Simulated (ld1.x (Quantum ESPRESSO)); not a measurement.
carbon: one change to an ultrasoft potential, before and after

carbon (C), ultrasoft, made with ld1.x (Quantum ESPRESSO) 7.5 (PBE, scalar-relativistic). Core [He], reference 2s2 2p2. Waves: 2s (bound): rcut 1.10, rcutus 1.35 bohr; 2s channel at 0.25 Ry: rcut 1.10, rcutus 1.35 bohr; 2p (bound): rcut 2.75, rcutus 3.65 bohr; 2p channel at 0.85 Ry: rcut 2.75, rcutus 3.65 bohr; 3d channel at -0.15 Ry: rcut 2.55, rcutus 2.75 bohr; 3d channel at 0.2 Ry: rcut 2.55, rcutus 2.75 bohr. Local part: all-electron potential smoothed inside 1.85 bohr (lloc = -2). Core correction: none. Augmentation charge: PSQ, inside the norm-conserving radii.

Change: waves 2s (bound): rcut 1.10, rcutus 1.52 bohr; 2s channel at 0.25 Ry: rcut 1.10, rcutus 1.52 bohr.

Cutoffs: the cutoffs (Ry, on a coarse ladder) from which the occupation-weighted sum of valence levels, in a spherical-Bessel basis at the reference potential, stays within 10 and 1 mRy of its value at 400 Ry; they do not see the model core or the augmentation charge, which bear on the density cutoff. Errors are all-electron minus pseudo energies relative to the spin-unpolarised reference configuration.

Q: How do hardness, ghosts and transferability respond?

A: The potential gets harder (8 Ry and 12 Ry → 10 Ry and 18 Ry); the number of tests that count goes from 7 to 6; of the 6 tests that both files solve, the error grows in 0 and shrinks in 2 by more than 15 % and 0.3 meV (median size 38.0 → 36.5 meV); neither file shows a bound ghost at the reference potential, the only one tested.

```tsv
quantity	base	changed
cutoff, loose	8 Ry	10 Ry
cutoff, tight	12 Ry	18 Ry
bound ghosts	none	none
tests counted (converged, no solver errors)	7 of 7	6 of 7
error for 2s2 2p1, meV [ΔE 10.86 eV]	+59	+60
error for 2s2 2p0, meV [ΔE 35.02 eV]	+522	+542
error for 2s2 2p1.5, meV [ΔE 3.96 eV]	+9.4	+9.5
error for 2s0 2p4, meV [ΔE 16.98 eV]	-17	-13
error for 2s1 2p3, meV [ΔE 8.48 eV]	-4.8	-3.6
error for 2s1 2p2, meV [ΔE 19.62 eV]	-62	-61
s: phases at 3.96 bohr within 0.05 rad from the reference energy up to (Ry; the scan ends near 5)	to the end of the scan	to the end of the scan
p: phases at 3.96 bohr within 0.05 rad from the reference energy up to (Ry; the scan ends near 5)	2.8	2.8
d: phases at 3.96 bohr within 0.05 rad from the reference energy up to (Ry; the scan ends near 5)	2.3	2.3
lowest overlap eigenvalue by channel	s 0.65, p 0.81, d 0.90	s 0.53, p 0.81, d 0.90
```

Changed file: Tests not counted: 2s1 2p0 (pseudo-atom not self-consistent, printed error +1.0 eV). ld1.x printed “convergence not achieved” for 1 of the counted tests; its residual had stalled under 1e-8, short of the target of 1e-14.
